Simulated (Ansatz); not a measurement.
Abridged output of a molecular run in Ansatz:

```
Functional definition: HF
3530 factors; integrals over basis functions are off by at most 1.2e-3 eV
mean field evaluation 1: about -16077.1779 eV, gradient 7.5e1 eV
mean field evaluation 2: about -16077.6303 eV, gradient 7.6e1 eV
mean field evaluation 4: about -16089.7340 eV, gradient 7.5e0 eV
mean field evaluation 8: about -16089.9383 eV, gradient 3.9e-1 eV
mean field evaluation 16: about -16089.9392 eV, gradient 1.4e-6 eV
mean field -16089.93916398 eV, -591.2943581238 hartree, gradient 1.4e-6 eV, S^2 0.000000; 0 other end points of the search recorded, 0 dependent functions left out
10 core orbitals not correlated: weight in the atoms' cores, before any rotation towards them, 1.000 or more for the frozen orbitals, at most 0.000 for the correlated occupied ones
reference -16089.93916398 eV, -591.2943581238 hartree; 38, 38 occupied and 542, 542 virtual orbitals, 3530 factors
second order -63.90469922 eV of doubles, -0.00000000 eV of singles
cycle   1  -63.71067147 eV  change    1.9e-1 eV  update   2.0e-1
cycle   2  -65.15737799 eV  change    -1.4e0 eV  update   7.8e-2
cycle   3  -65.62324968 eV  change   -4.7e-1 eV  update   3.8e-2
cycle   4  -65.61700798 eV  change    6.2e-3 eV  update   1.1e-2
cycle   5  -65.60179577 eV  change    1.5e-2 eV  update   5.0e-3
cycle   6  -65.60487922 eV  change   -3.1e-3 eV  update   2.0e-3
cycle   7  -65.60496333 eV  change   -8.4e-5 eV  update   7.7e-4
cycle   8  -65.60442562 eV  change    5.4e-4 eV  update   3.3e-4
cycle   9  -65.60456230 eV  change   -1.4e-4 eV  update   1.2e-4
cycle  10  -65.60470113 eV  change   -1.4e-4 eV  update   5.4e-5
cycle  11  -65.60458985 eV  change    1.1e-4 eV  update   2.1e-5
cycle  12  -65.60461118 eV  change   -2.1e-5 eV  update   1.3e-5
perturbative correction -2.67450967 eV, -0.0982864174 hartree
Total energy: -16158.21828483 eV, -593.8035695337 hartree
```

Its atoms:

```xyz
27

C     0.7629    2.3257    1.0972
N    -0.3799    2.2751    0.2254
C    -1.2572    3.4136    0.3797
Zr   -1.0170    0.9558   -1.1675
F    -0.9580    1.8233   -2.8835
F    -2.8257    0.4589   -0.7040
N     0.2928   -0.5902   -1.1728
C     0.4029   -1.7403   -0.2782
C    -0.5608   -1.5286    0.8847
C     1.8319   -1.8413    0.2503
C     0.0365   -3.0227   -1.0225
H     1.3680    3.2262    0.9173
H     1.4030    1.4566    0.9369
H     0.4647    2.3409    2.1562
H    -1.6589    3.4846    1.4004
H    -0.7459    4.3584    0.1484
H    -2.1218    3.3457   -0.2948
H     0.9591   -0.6669   -1.9359
H    -1.5973   -1.4718    0.5378
H    -0.3214   -0.6088    1.4288
H    -0.4997   -2.3555    1.5947
H     1.9423   -2.6952    0.9238
H     2.1056   -0.9348    0.7943
H     2.5397   -1.9699   -0.5735
H    -0.9869   -2.9659   -1.3996
H     0.7043   -3.1774   -1.8745
H     0.1170   -3.8956   -0.3691
```

Problem. Which basis set was used?
A. def2-SVP
B. def2-TZVPP
C. def2-QZVPP
D. def2-TZVPPD

Solution. B. It gives 590 functions.

Problem. Write the keys of the input that set method, charge and spin (a neutral closed shell needs none for the last two).

Solution. 
```yaml
correlation: {method: ccsd_t}
```
